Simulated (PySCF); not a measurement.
GaBr3, SMILES [Br][Ga]([Br])[Br]. Coordinates come from a PBE0-D3(BJ)/def2-SVP optimisation. The isomer is the one that the SMILES or the coordinates give; other isomers of the formula were not compared.

The numbers are results of PBE0-D3(BJ)/def2-SVP (PySCF 2.14.0), not measurements.

Harmonic wavenumbers (cm⁻¹): 82, 82, 111, 230, 357, 357. Rotational constants (GHz): 0.8226, 0.8226, 0.4113; symmetry number 6.

Question: Work out the zero-point energy and the ideal-gas rigid-rotor harmonic-oscillator thermochemistry at 298.15 K and 1 atm.

Answer: ZPE = ½ Σ hcν = ½ × 1218 cm⁻¹ = 1.74 kcal/mol. H − E(el) = 6.29 kcal/mol. Entropy in cal/(mol K): translation 43.09, rotation 27.86, vibration 15.10, total 86.05. G − E(el) = -19.36 kcal/mol. Cp = 18.73 cal/(mol K). Modes under 150 cm⁻¹ make the vibrational entropy uncertain.
